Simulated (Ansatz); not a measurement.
Geometry optimisation, RKS B3LYP/STO-3G (Ansatz).

input.yaml

```yaml
crystal:
  periodic: [false, false, false]
  atoms:
    - { symbol: Al, position_ang: [0.0, 0.0, 0.0] }
    - { symbol: O, position_ang: [0.0, 0.0, 1.78] }
    - { symbol: Si, position_ang: [-1.3147, -0.4067, 2.7436] }
    - { symbol: H, position_ang: [-2.239, -1.2403, 1.9804] }
    - { symbol: H, position_ang: [-0.8506, -1.1432, 3.9157] }
    - { symbol: H, position_ang: [-1.9987, 0.8095, 3.1733] }
    - { symbol: O, position_ang: [1.5415, 0.0, -0.89] }
    - { symbol: H, position_ang: [1.8414, -0.9519, -1.0449] }
    - { symbol: O, position_ang: [-1.5415, 0.0, -0.89] }
    - { symbol: H, position_ang: [-2.0512, -0.8467, -0.6815] }
basis:
  gaussian: { orbitals: STO-3G }
hamiltonian:
  xc: b3lyp
relax:
  f_tol: 0.02
  max_steps: 40
output:
  orbitals: {}
```

Run as:

```bash
$ ansatz run input.yaml --threads 1 --pin off --max-ram 2048MiB --backend cpu --events-out ev --progress --plain --runs-dir out
```

Q: Where does it end, and by what steps?

A: The run converged. The force dipped under the threshold on the way, but the program's further checks kept it going. Limits of this set-up: minimal basis. After 26 steps the energy has fallen by 0.832 eV; H8 moved furthest, 0.98 Å.

```csv
step,energy less start (eV),largest force component (eV/Å),accepted
0,0.0000,2.560,yes
1,-0.3369,1.430,yes
2,-0.4193,1.241,yes
3,-0.4681,1.525,yes
4,-0.6012,0.414,yes
5,-0.6671,0.498,yes
6,-0.7584,0.482,yes
7,-0.8103,0.236,yes
8,-0.8201,0.159,yes
9,-0.8250,0.051,yes
10,-0.8267,0.060,yes
11,-0.8271,0.218,yes
12,-0.8285,0.145,yes
13,-0.8299,0.016,yes
14,-0.8303,0.034,yes
15,-0.8302,0.107,no
16,-0.8308,0.018,yes
17,-0.8307,0.092,no
18,-0.8311,0.013,yes
19,-0.8314,0.032,yes
20,-0.8313,0.069,no
21,-0.8316,0.021,yes
22,-0.8317,0.023,yes
23,-0.8318,0.029,yes
24,-0.8319,0.025,yes
25,-0.8320,0.022,yes
26,-0.8320,0.011,yes
```

```xyz
10
Properties=species:S:1:pos:R:3
Al 0.127 -0.334 0.121
O 0.084 -0.485 1.803
Si -1.354 -0.482 2.679
H -2.285 -1.509 2.238
H -1.036 -0.728 4.069
H -2.057 0.787 2.589
O 1.682 -0.283 -0.577
H 1.506 -0.199 -1.582
O -1.225 -0.240 -0.924
H -2.055 -0.307 -0.330
```

Whether the end is a true minimum wasn't checked by a vibrational analysis.

Run time: 65 s on 1 thread of Arm Neoverse V1 (shared host), peak memory 0.12 GiB.
